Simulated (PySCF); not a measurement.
**Radial density of Ti⁻ (titanium, charge -1)**

LC-wPBE, [Ar] 3d3 4s2, high-spin 4F determinant. All numbers are calculated (PySCF 2.14, scalar relativity by spin-free X2C-1e, in x2c-QZVPPall with one added diffuse shell each of s, p, d, f, g type (12s8p6d4f3g, 121 functions)).

```json
{"r (bohr)": "0.00112", "4πr²ρ (e/bohr)": "0.1421", "4πr²(ρα − ρβ)": "0.0000"}
{"r (bohr)": "0.00189", "4πr²ρ (e/bohr)": "0.3697", "4πr²(ρα − ρβ)": "0.0000"}
{"r (bohr)": "0.00318", "4πr²ρ (e/bohr)": "0.9410", "4πr²(ρα − ρβ)": "0.0001"}
{"r (bohr)": "0.00534", "4πr²ρ (e/bohr)": "2.313", "4πr²(ρα − ρβ)": "0.0001"}
{"r (bohr)": "0.00899", "4πr²ρ (e/bohr)": "5.359", "4πr²(ρα − ρβ)": "0.0003"}
{"r (bohr)": "0.0151", "4πr²ρ (e/bohr)": "11.20", "4πr²(ρα − ρβ)": "0.0006"}
{"r (bohr)": "0.0254", "4πr²ρ (e/bohr)": "19.66", "4πr²(ρα − ρβ)": "0.0008"}
{"r (bohr)": "0.0428", "4πr²ρ (e/bohr)": "25.92", "4πr²(ρα − ρβ)": "-0.0002"}
{"r (bohr)": "0.0719", "4πr²ρ (e/bohr)": "23.07", "4πr²(ρα − ρβ)": "-0.0042"}
{"r (bohr)": "0.121", "4πr²ρ (e/bohr)": "19.80", "4πr²(ρα − ρβ)": "-0.0059"}
{"r (bohr)": "0.203", "4πr²ρ (e/bohr)": "27.48", "4πr²(ρα − ρβ)": "0.0425"}
{"r (bohr)": "0.342", "4πr²ρ (e/bohr)": "19.40", "4πr²(ρα − ρβ)": "0.2951"}
{"r (bohr)": "0.576", "4πr²ρ (e/bohr)": "7.945", "4πr²(ρα − ρβ)": "0.9636"}
{"r (bohr)": "0.968", "4πr²ρ (e/bohr)": "10.18", "4πr²(ρα − ρβ)": "1.5380"}
{"r (bohr)": "1.63", "4πr²ρ (e/bohr)": "3.650", "4πr²(ρα − ρβ)": "1.1678"}
{"r (bohr)": "2.74", "4πr²ρ (e/bohr)": "0.9194", "4πr²(ρα − ρβ)": "0.5492"}
{"r (bohr)": "4.61", "4πr²ρ (e/bohr)": "0.4629", "4πr²(ρα − ρβ)": "0.1117"}
{"r (bohr)": "7.75", "4πr²ρ (e/bohr)": "0.1211", "4πr²(ρα − ρβ)": "-0.0285"}
{"r (bohr)": "13.0", "4πr²ρ (e/bohr)": "0.009454", "4πr²(ρα − ρβ)": "-0.0068"}
```

Densities and radii are taken from the X2C orbitals without a picture-change correction, which distorts them close to the nucleus.

⟨S²⟩ = 3.82 against 3.75 shows spin contamination.

(1) Where is the radial spin density 4πr²(ρα − ρβ) most negative, and why is it negative at all?

Results:

(1) Around r = 7.75 bohr, down to -0.0285 e/bohr: exchange with the open shell polarises the paired shells in an unrestricted calculation.
